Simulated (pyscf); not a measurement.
## F–SiH•–F, doublet

Gas-phase minimum from PySCF at ωB97X-D3(BJ)/def2-SVP, one conformer. 

SMILES: F[SiH]F
```xyz
4

F      1.5199    -0.6609    -0.7380
Si     0.0323    -0.0975    -0.4209
F      0.0018     1.4544    -0.8913
H     -0.9378    -0.8554    -1.2755
```
Charge 0, spin multiplicity 2.

Bonds (Å): F1–Si2 1.622, Si2–F3 1.622, Si2–H4 1.499. Bond angles (°): F1–Si2–F3 107.0, F1–Si2–H4 107.9, F3–Si2–H4 107.8.

Properties at ωB97X-D3(BJ)/def2-SVP:

| Property | Result |
|---|---|
| Harmonic wavenumbers, unscaled | 303, 757, 760, 869, 953, 2183 cm⁻¹ |
| Zero-point energy | 8.3 kcal/mol |
| Rotational symmetry number | 1 |
| Entropy of this conformer at 298 K and 1 atm, rigid rotor and harmonic oscillator, modes under 100 cm⁻¹ raised to 100 | 272.3 J/(mol K) |
| Dipole moment | 1.60 D |
| Spin expectation value S2 | 0.752 |

Single-point totals, which compare only within one level (frozen core for MP2 and CC):

| level | total energy (hartree) |
|---|---|
| ωB97X-D3(BJ)/def2-TZVP | -489.97508 |
| PBE/def2-TZVP | -489.61176 |
| r²SCAN/def2-TZVP | -489.84541 |
| B3LYP-D3(BJ)/def2-TZVP | -489.97589 |
| PBE0-D3(BJ)/def2-TZVP | -489.63779 |
| M06-2X/def2-TZVP | -489.86372 |
| ωB97M-D3(BJ)/def2-TZVP | -490.02089 |
| UHF/def2-TZVPP | -488.58127 |
| MP2/def2-TZVPP | -489.18009 |
| CCSD/def2-TZVPP | -489.18933 |
| CCSD(T)/def2-TZVPP | -489.20690 |

The CCSD(T) − MP2 part came from Ansatz, without density fitting, on the same reference.
